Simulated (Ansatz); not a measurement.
Wavefunction ladder for `[F][Sn]([Cl])([Cl])[Br]`

Cartesian coordinates in Å:
```
F 0.3713 1.0282 -1.5878
Sn 0.0205 0.0143 -0.0271
Cl 0.6268 -2.1374 -0.4892
Cl 1.3263 0.8841 1.6310
Br -2.3450 0.2109 0.4731
```

The species carries charge 0 and has multiplicity 1. Correlated methods include outer-core shells of Br, Sn, which these sets cover unevenly. Scalar relativity is left out up to krypton. Sn: def2 effective core potential. All single points use the PBE0-D4/def2-TZVP geometry. Frozen core, restricted reference, the Gaussian-basis code of Ansatz.

| basis | HF (Eh) | MP2 corr. |
| --- | --- | --- |
| def2-SVP | -3803.67793 | -0.77919 |
| def2-TZVPP | -3804.45743 | -1.20425 |
| def2-QZVPP | -3804.54119 | -1.80165 |

Problem. Estimate the CCSD correlation energy and the (T) correction in each basis where they were run (hartree).

Solution. 
| basis | CCSD corr. | (T) |
| --- | --- | --- |
| def2-SVP | -0.80535 | -0.01733 |
| def2-TZVPP | -1.22683 | -0.04478 |
